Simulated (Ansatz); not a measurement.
Reaction (formal hydrolysis of a B–S bond): `CC(C)OB(S)Cl` + H₂O → `CC(C)OB(O)Cl` + H₂S

Computed with Ansatz on PBE0-D4/def2-TZVP structures; ΔE is electronic, products minus reactants. CBS: MP2 limit from def2 TZ/QZ plus the TZ coupled-cluster correction, frozen cores. This one scheme is used for every species. Functionals use def2-TZVPP. One conformer a species, not always the lowest.

| level | ΔE (kcal/mol) |
| --- | --- |
| r2SCAN-D4 | -14.4 |
| PBE | -13.3 |
| CCSD/def2-TZVPP | -15.8 |
| CCSD(T)/def2-TZVPP | -14.8 |

What does CCSD(T)/CBS give? (An estimate is asked.)

Computed: -13.5 kcal/mol. The listed levels differ from it by -0.9, 0.2, -2.3, -1.3 kcal/mol.

Largest T1 diagnostic among the species: 0.012.

The D4 term adds +1.4 kcal/mol with B3LYP and +0.8 kcal/mol with PBE0; it sums over pairs of atoms, weighted by their polarisabilities, and B3LYP, whose exchange is more repulsive, gets the larger term. In def2-TZVPP, CCSD(T) changes the Hartree–Fock value by +4.8 kcal/mol (the triples alone add +1.0 kcal/mol) and MP2 by +6.4 kcal/mol. From PBE to PBE0 (25 % exact exchange), in def2-TZVPP and without D4, ΔE moves by −0.8 kcal/mol.

B3LYP here is the variant with VWN-RPA as its local correlation; programs differ in this.
